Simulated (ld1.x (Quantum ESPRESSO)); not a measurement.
Building the ultrasoft potential for Ce (PBEsol, scalar-relativistic).

cerium, ultrasoft, made with ld1.x (Quantum ESPRESSO) 7.5 (PBEsol, scalar-relativistic). Core [Kr] 4d10, reference 4f1 5s2 5p6 5d1 6s1.5 6p0.5. Waves: 5s (bound): rcut 1.95, rcutus 2.65 bohr; 6s (bound): rcut 1.95, rcutus 2.65 bohr; 5p (bound): rcut 2.30, rcutus 2.50 bohr; 6p (bound): rcut 2.30, rcutus 2.50 bohr; 5d (bound): rcut 2.20, rcutus 2.60 bohr; 5d channel at 0.2 Ry: rcut 2.20, rcutus 2.60 bohr; 4f (bound): rcut 1.30, rcutus 1.40 bohr; 4f channel at 0.95 Ry: rcut 1.30, rcutus 1.40 bohr. Local part: all-electron potential smoothed inside 1.20 bohr (lloc = -1). Core correction: none. Augmentation charge: PSQ, radius 1.00 bohr.

All-electron outer shells of the reference configuration (PBEsol, scalar-relativistic, ld1.x):

```json
{"shell": "4p", "level (eV)": "-211.39", "outermost node (bohr)": "0.33", "outermost maximum (bohr)": "0.62"}
{"shell": "4d", "level (eV)": "-110.98", "outermost node (bohr)": "0.31", "outermost maximum (bohr)": "0.66"}
{"shell": "5s", "level (eV)": "-41.20", "outermost node (bohr)": "0.75", "outermost maximum (bohr)": "1.37"}
{"shell": "5p", "level (eV)": "-23.80", "outermost node (bohr)": "0.81", "outermost maximum (bohr)": "1.55"}
{"shell": "4f", "level (eV)": "-6.00", "outermost node (bohr)": "–", "outermost maximum (bohr)": "0.71"}
{"shell": "6s", "level (eV)": "-4.10", "outermost node (bohr)": "1.81", "outermost maximum (bohr)": "3.72"}
{"shell": "5d", "level (eV)": "-3.53", "outermost node (bohr)": "0.92", "outermost maximum (bohr)": "2.15"}
{"shell": "6p", "level (eV)": "-1.61", "outermost node (bohr)": "2.15", "outermost maximum (bohr)": "4.84"}
```

Calculated quality:

```json
{
 "Configuration tests": "test run stopped at test 4 of 7 (negative rho)",
 "Lowest eigenvalue of the overlap operator": "-0.09 (p channel); it is negative, so in a basis up to 400 Ry S is not positive definite and the file is unfit for use",
 "Density cutoff estimated by the generator": "555 Ry"
}
```

The ghost test of this file was not conclusive. Its overlap operator is not positive definite in a basis up to 400 Ry (lowest eigenvalue s -0.03, p -0.09), so the file is unfit for use: the generalised eigenproblem breaks down once the basis is large enough, and its test numbers describe a broken file.

Generation and tests took about 12 s on one core of a shared server CPU.
